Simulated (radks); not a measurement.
Species: the rhenium ion Re2+. Configuration: [Xe] 4f14 5d5.

Method: non-relativistic Kohn-Sham, PBE, spin-polarised, spherical densities, point nucleus; open shells are filled with parallel spins first (spin-orbit coupling, left out, can overturn this in heavy ions); relativity is left out, which matters for an element this heavy; computed with a radial shooting solver on a logarithmic mesh with Libxc functionals.

Energy parts (hartree):
total: -15787.4204
kinetic: 15783.4128
electron-nucleus: -37553.9190
Hartree: 6296.4051
exchange-correlation: -313.3192

Orbitals (lengths in bohr, moments of r in powers of bohr; r(max) is where P^2 peaks):
| orbital | occ. | eigenvalue (hartree) | <r> | r(max) | <1/r> |
|---|---|---|---|---|---|
| 1s up | 1 | -2410.011 | 0.02020 | 0.01340 | 74.45 |
| 1s down | 1 | -2410.012 | 0.02020 | 0.01340 | 74.45 |
| 2s up | 1 | -397.8827 | 0.08527 | 0.07297 | 17.47 |
| 2s down | 1 | -397.8719 | 0.08527 | 0.07297 | 17.47 |
| 2p up | 3 | -381.6452 | 0.07211 | 0.05664 | 17.51 |
| 2p down | 3 | -381.6371 | 0.07211 | 0.05664 | 17.51 |
| 3s up | 1 | -91.76595 | 0.2163 | 0.2002 | 6.729 |
| 3s down | 1 | -91.76252 | 0.2163 | 0.2002 | 6.730 |
| 3p up | 3 | -84.21502 | 0.2064 | 0.1886 | 6.681 |
| 3p down | 3 | -84.21140 | 0.2064 | 0.1886 | 6.681 |
| 3d up | 5 | -70.13886 | 0.1809 | 0.1487 | 6.606 |
| 3d down | 5 | -70.13206 | 0.1809 | 0.1487 | 6.605 |
| 4s up | 1 | -19.05983 | 0.4811 | 0.4498 | 2.910 |
| 4s down | 1 | -19.05205 | 0.4811 | 0.4498 | 2.909 |
| 4p up | 3 | -15.88383 | 0.4876 | 0.4503 | 2.818 |
| 4p down | 3 | -15.87557 | 0.4876 | 0.4503 | 2.818 |
| 4d up | 5 | -10.08677 | 0.5024 | 0.4458 | 2.623 |
| 4d down | 5 | -10.07656 | 0.5022 | 0.4459 | 2.623 |
| 4f up | 7 | -2.48256 | 0.5654 | 0.4106 | 2.208 |
| 4f down | 7 | -2.46487 | 0.5617 | 0.4104 | 2.216 |
| 5s up | 1 | -3.17009 | 1.142 | 1.030 | 1.153 |
| 5s down | 1 | -3.06864 | 1.132 | 1.023 | 1.165 |
| 5p up | 3 | -2.23965 | 1.257 | 1.106 | 1.037 |
| 5p down | 3 | -2.12488 | 1.246 | 1.097 | 1.050 |
| 5d up | 5 | -0.85784 | 1.735 | 1.394 | 0.7435 |
| 5d down | 0 | -0.72788 | 1.757 | 1.379 | 0.7403 |

The highest occupied level is 5d up at -23.343 eV. The electron density at the nucleus is 3.022e+05 e/bohr^3. Virial ratio -V/T = 2.00025. Spin moment in Bohr magnetons: 5. The density falls to 0.001 e/bohr^3 at r = 3.63 bohr.
